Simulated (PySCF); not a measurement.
CH₄SSi, neutral, multiplicity 1.

```xyz
7

Si     0.6723    -0.5643     0.3817
C      1.3929     1.1477    -0.0086
H      1.1239     1.8115     0.8239
H      1.0105     1.6012    -0.9264
H      2.4842     1.1114    -0.0516
S     -1.2852    -0.1368    -0.3208
H     -1.8252    -1.3212    -0.0040
```
Charge 0, spin multiplicity 1.

Geometry: ωB97X-D3(BJ)/def2-TZVP. One conformer was computed; it need not be the lowest.

Calculation: PySCF with KT2/pcSseg-2. Non-relativistic, no solvent.

**Question.** Give the absolute GIAO shielding of each atom: isotropic value and principal components (ppm). (Estimate from the structure and the level; the computed values follow.)

**Answer.** 
```csv
atom,σ(iso),σ11,σ22,σ33,span
Si1,-136.7,-792.6,5.0,377.5,1170.2
C2,154.0,110.2,169.1,182.8,72.6
H3,31.0,26.7,30.8,35.4,8.7
H4,29.7,26.0,29.4,33.7,7.7
H5,29.3,27.0,28.1,32.7,5.6
S6,261.7,-331.9,539.9,577.1,909.0
H7,25.7,23.2,24.4,29.4,6.3
```
